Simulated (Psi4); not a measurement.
Psi4 input (wB97X-D/6-31G*):

```
memory 1500 MB

molecule {
0 2
N    -1.66029400   -0.58037000   -0.24284200
B    -0.35776600   -0.12580000   -0.02756700
Cl    0.97376600   -1.28069300   -0.00302800
Cl   -0.04791000    1.60598400    0.08320900
H    -2.32867200   -0.83836200    0.47465000
symmetry c1
no_reorient
no_com
}

set {
  basis 6-31G*
  reference uks
  scf_type pk
  dft_radial_points 99
  dft_spherical_points 590
  e_convergence 1e-8
  d_convergence 1e-7
  maxiter 150
}

e = energy('wb97x-d')
print_out(f'\nFINAL {e:.10f} DIPOLE {variable("CURRENT DIPOLE")[0]:.6f} {variable("CURRENT DIPOLE")[1]:.6f} {variable("CURRENT DIPOLE")[2]:.6f}\n')
```

Output:

```
   => Loading Basis Set <=

    Name: 6-31G*
    Role: ORBITAL
    Keyword: BASIS
    atoms 1   entry N          line   128 file 6-31gs.gbs
    atoms 2   entry B          line    94 file 6-31gs.gbs
    atoms 3-4 entry CL         line   340 file 6-31gs.gbs
    atoms 5   entry H          line    44 file 6-31gs.gbs

   => WB97X-D: Empirical Dispersion <=

    Chai and Head-Gordon Dispersion Correction
    Chai, J.-D.; Head-Gordon, M. (2010), J. Chem. Phys., 132: 6615-6620

        s6 =       1.000000

         ---------------------------------------------------------
                                   SCF
               by Justin Turney, Rob Parrish, Andy Simmonett
                          and Daniel G. A. Smith
                              UKS Reference
         ---------------------------------------------------------

  ==> Geometry <==

    Molecular point group: c1
    Full point group: C1

    Geometry (in Angstrom), charge = 0, multiplicity = 2:

       Center              X                  Y                   Z               Mass
    ------------   -----------------  -----------------  -----------------  -----------------
         N           -1.660294000000    -0.580370000000    -0.242842000000    14.003074004430
         B           -0.357766000000    -0.125800000000    -0.027567000000    11.009305360000
         CL           0.973766000000    -1.280693000000    -0.003028000000    34.968852682000
         CL          -0.047910000000     1.605984000000     0.083209000000    34.968852682000
         H           -2.328672000000    -0.838362000000     0.474650000000     1.007825032230

  Running in c1 symmetry.

  Rotational constants: A =      0.24401  B =      0.10238  C =      0.07248 [cm^-1]
  Rotational constants: A =   7315.25815  B =   3069.16152  C =   2172.96786 [MHz]
  Nuclear repulsion =  170.478102676365580

  Charge       = 0
  Multiplicity = 2
  Electrons    = 47
  Nalpha       = 24
  Nbeta        = 23

  ==> Algorithm <==

  SCF Algorithm Type is PK.
  DIIS enabled.
  MOM disabled.
  Fractional occupation disabled.
  Guess Type is SAD.
  Energy threshold   = 1.00e-08
  Density threshold  = 1.00e-07
  Integral threshold = 1.00e-12

  ==> Primary Basis <==

  Basis Set: 6-31G*
    Blend: 6-31G*
    Number of shells: 30
    Number of basis functions: 70
    Number of Cartesian functions: 70
    Spherical Harmonics?: false
    Max angular momentum: 2

  ==> DFT Potential <==

   => LibXC <=

    Version 7.1.2
    S. Lehtola, C. Steigemann, M. J. T. Oliveira, and M. A. L. Marques,  SoftwareX 7, 1–5 (2018) (10.1016/j.softx.2017.11.002)

   => Composite Functional: WB97X-D <=

    wB97X-D Hyb-GGA Exchange-Correlation Functional

    J.-D. Chai and M. Head-Gordon,  Phys. Chem. Chem. Phys. 10, 6615–6620 (2008) (10.1039/B810189B)

    Deriv               =              1
    GGA                 =           TRUE
    Meta                =          FALSE

    Exchange Hybrid     =           TRUE
    MP2 Hybrid          =          FALSE

   => Exchange-Correlation Functionals <=

    1.0000   wB97X-D range-separated functional

   => Exact (HF) Exchange <=

    0.7780            HF,LR [omega = 0.2000]
    0.2220               HF

   => LibXC Density Thresholds  <==

    XC_HYB_GGA_XC_WB97X_D:  1.00E-14

   => Molecular Quadrature <=

    Radial Scheme          =       TREUTLER
    Pruning Scheme         =           NONE
    Nuclear Scheme         =       TREUTLER

    Blocking Scheme        =         OCTREE
    BS radius alpha        =              1
    Pruning alpha          =              1
    Radial Points          =             99
    Spherical Points       =            590
    Total Points           =         270314
    Total Blocks           =           2026
    Max Points             =            256
    Max Functions          =             68
    Weights Tolerance      =       1.00E-15

  ==> Integral Setup <==

  Using in-core PK algorithm.
   Calculation information:
      Number of atoms:                   5
      Number of AO shells:              30
      Number of primitives:             88
      Number of atomic orbitals:        70
      Number of basis functions:        70

      Integral cutoff                 1.00e-12
      Number of threads:                 1

  Performing in-core PK
  Using 9266565 doubles for integral storage.
  We computed 98435 shell quartets total.
  Whereas there are 108345 unique shell quartets.

  Computing range-separated integrals for PK
  We computed 98435 wK shell quartets total.
  Whereas there are 108345 wK unique shell quartets.

  ==> DiskJK: Disk-Based J/K Matrices <==

    J tasked:                  Yes
    K tasked:                  Yes
    wK tasked:                 Yes
    Omega:               2.000E-01
    Schwarz Cutoff:          1E-12


  Cached 100.0% of DFT collocation blocks in 0.449 [GiB].

  Minimum eigenvalue in the overlap matrix is 9.0703067951E-03.
  Reciprocal condition number of the overlap matrix is 1.4827933668E-03.
    Using symmetric orthogonalization.

  ==> Pre-Iterations <==

  SCF Guess: Superposition of Atomic Densities via on-the-fly atomic UHF (no occupation information).

   -------------------------
    Irrep   Nso     Nmo
   -------------------------
     A         70      70
   -------------------------
    Total      70      70
   -------------------------

  ==> Iterations <==

                        Total Energy        Delta E     RMS |[F,P]|

   @UKS iter SAD: -1000.11907431358520   -1.00012e+03   0.00000e+00
   @UKS iter   1: -1000.41895654309917   -2.99882e-01   7.64331e-03 DIIS/ADIIS
   @UKS iter   2: -1000.38293540489690    3.60211e-02   8.99099e-03 DIIS/ADIIS
   @UKS iter   3: -1000.57061693630862   -1.87682e-01   7.17222e-04 DIIS/ADIIS
   @UKS iter   4: -1000.57549320218254   -4.87627e-03   4.10243e-04 DIIS/ADIIS
   @UKS iter   5: -1000.57733773754626   -1.84454e-03   1.27802e-04 DIIS/ADIIS
   @UKS iter   6: -1000.57766524040187   -3.27503e-04   4.14765e-05 DIIS
   @UKS iter   7: -1000.57768799304495   -2.27526e-05   1.02363e-05 DIIS
   @UKS iter   8: -1000.57768918181887   -1.18877e-06   3.88980e-06 DIIS
   @UKS iter   9: -1000.57768930353961   -1.21721e-07   1.52405e-06 DIIS
   @UKS iter  10: -1000.57768931951477   -1.59752e-08   7.12338e-07 DIIS
   @UKS iter  11: -1000.57768932398506   -4.47028e-09   2.86140e-07 DIIS
   @UKS iter  12: -1000.57768932488739   -9.02332e-10   1.01763e-07 DIIS
   @UKS iter  13: -1000.57768932500585   -1.18462e-10   4.35857e-08 DIIS
  Energy and wave function converged.

  ==> Post-Iterations <==

   Electrons on quadrature grid:
      Nalpha   =   23.9999998039 ; deviation = -1.961e-07
      Nbeta    =   22.9999997861 ; deviation = -2.139e-07
      Ntotal   =   46.9999995900 ; deviation = -4.100e-07

   @Spin Contamination Metric:   5.074912244E-03
   @S^2 Expected:                7.500000000E-01
   @S^2 Observed:                7.550749122E-01
   @S   Expected:                5.000000000E-01
   @S   Observed:                5.000000000E-01

    Orbital Energies [Eh]
    ---------------------

    Alpha Occupied:

       1A   -101.725966     2A   -101.725965     3A    -14.508744
       4A     -9.599747     5A     -9.599728     6A     -7.346407
       7A     -7.346401     8A     -7.339977     9A     -7.339971
      10A     -7.339091    11A     -7.339084    12A     -6.975272
      13A     -1.009122    14A     -0.950418    15A     -0.935208
      16A     -0.652274    17A     -0.564034    18A     -0.542751
      19A     -0.485157    20A     -0.436192    21A     -0.425983
      22A     -0.418949    23A     -0.409061    24A     -0.392792

    Alpha Virtual:

      25A      0.043551    26A      0.135486    27A      0.175233
      28A      0.232982    29A      0.304906    30A      0.391769
      31A      0.444554    32A      0.486670    33A      0.501628
      34A      0.512122    35A      0.522535    36A      0.553200
      37A      0.567639    38A      0.577179    39A      0.604864
      40A      0.710023    41A      0.721199    42A      0.759836
      43A      0.800081    44A      0.820309    45A      0.870409
      46A      0.934181    47A      0.939862    48A      0.941144
      49A      0.945418    50A      0.974462    51A      1.046141
      52A      1.085472    53A      1.093624    54A      1.138459
      55A      1.185377    56A      1.371601    57A      1.454299
      58A      1.464352    59A      1.728833    60A      1.765547
      61A      1.793872    62A      1.876971    63A      2.027653
      64A      2.332625    65A      2.471744    66A      2.639499
      67A      3.494353    68A      3.831078    69A      4.363976
      70A      4.381807

    Beta Occupied:

       1A   -101.725501     2A   -101.725500     3A    -14.492664
       4A     -9.599241     5A     -9.599223     6A     -7.345330
       7A     -7.345324     8A     -7.339688     9A     -7.339682
      10A     -7.338259    11A     -7.338253    12A     -6.976050
      13A     -0.981453    14A     -0.932078    15A     -0.920085
      16A     -0.639583    17A     -0.558218    18A     -0.519733
      19A     -0.479177    20A     -0.428243    21A     -0.418336
      22A     -0.406575    23A     -0.389193

    Beta Virtual:

      24A     -0.071469    25A      0.044241    26A      0.139074
      27A      0.183047    28A      0.247592    29A      0.310247
      30A      0.392944    31A      0.448588    32A      0.486160
      33A      0.503365    34A      0.513622    35A      0.533880
      36A      0.554022    37A      0.570987    38A      0.577336
      39A      0.613742    40A      0.719643    41A      0.724608
      42A      0.766844    43A      0.802186    44A      0.826652
      45A      0.913854    46A      0.938698    47A      0.942208
      48A      0.942787    49A      0.947458    50A      0.986813
      51A      1.055684    52A      1.091071    53A      1.098858
      54A      1.143245    55A      1.195964    56A      1.380596
      57A      1.467062    58A      1.475102    59A      1.753460
      60A      1.766643    61A      1.850771    62A      1.906432
      63A      2.054165    64A      2.372158    65A      2.489737
      66A      2.667589    67A      3.493145    68A      3.872581
      69A      4.366575    70A      4.384002

    Final Occupation by Irrep:
              A
    DOCC [    23 ]
    SOCC [     1 ]
    NA   [    24 ]
    NB   [    23 ]

  @UKS Final Energy: -1000.57768932500585

   => Energetics <=

    Nuclear Repulsion Energy =            170.4781026763655802
    One-Electron Energy =               -1718.0805323987501652
    Two-Electron Energy =                 596.1905966864101174
    DFT Exchange-Correlation Energy =     -49.1650608631498542
    Empirical Dispersion Energy =          -0.0007954258814763
    VV10 Nonlocal Energy =                  0.0000000000000000
    Total Energy =                      -1000.5776893250058492

  UHF NO Occupations:
  HONO-2 :   22  A 1.9993768
  HONO-1 :   23  A 1.9987665
  HONO-0 :   24  A 1.0000000
  LUNO+0 :   25  A 0.0012335
  LUNO+1 :   26  A 0.0006232
  LUNO+2 :   27  A 0.0004031
  LUNO+3 :   28  A 0.0002275

Computation Completed

Properties will be evaluated at   0.000000,   0.000000,   0.000000 [a0]

Properties computed using the SCF density matrix

 Multipole Moments:

 ------------------------------------------------------------------------------------
     Multipole            Electronic (a.u.)      Nuclear  (a.u.)        Total (a.u.)
 ------------------------------------------------------------------------------------

 L = 1.  Multiply by 2.5417464519 to convert [e a0] to [Debye]
 Dipole X            :         -0.6119121           -0.0000151           -0.6119272
 Dipole Y            :         -0.2314331           -0.0000094           -0.2314426
 Dipole Z            :          0.4975659           -0.0000038            0.4975621
 Magnitude           :                                                    0.8219420

 ------------------------------------------------------------------------------------

FINAL -1000.5776893250 DIPOLE -0.611927 -0.231443 0.497562

*** Psi4 exiting successfully. Buy a developer a beer!
```

The geometry given is a B3LYP-D3(BJ)/def2-TZVP minimum.
